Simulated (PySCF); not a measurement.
# Working out the ionisation energy of F²⁺

F²⁺ [He] 2s2 2p3 (4S) → F³⁺ [He] 2s2 2p2 (3P). Computed with PySCF 2.14 in def2-TZVPPD, with no relativity, point nucleus. Frozen: 1s2. Energies in hartree (1 hartree = 27.21139 eV):

| part | F²⁺ (lower) | F³⁺ (upper) |
| --- | --- | --- |
| UHF | -97.608740 | -95.320845 |
| CCSD correlation | -0.111557 | -0.098829 |
| (T) | -0.001144 | -0.001104 |

**Question.** What does Hartree-Fock give?

**Answer.** (-95.320845) − (-97.608740) = 2.287895 hartree = 62.257 eV.

**Question.** What do CCSD and CCSD(T) give?

**Answer.** The CCSD correlation energies differ by 0.012728 hartree = 0.346 eV and the triples by 0.000040 hartree = 0.001 eV, so CCSD gives 62.603 eV and CCSD(T) 62.604 eV.

A first-order spin-orbit estimate adds -0.055 eV to CCSD(T) (valence), giving 62.549 eV against 62.708 eV (semi-empirical (NIST evaluation); NIST Atomic Spectra Database, ionization energies).

What remains against the reference includes basis incompleteness, the frozen core and higher excitations.
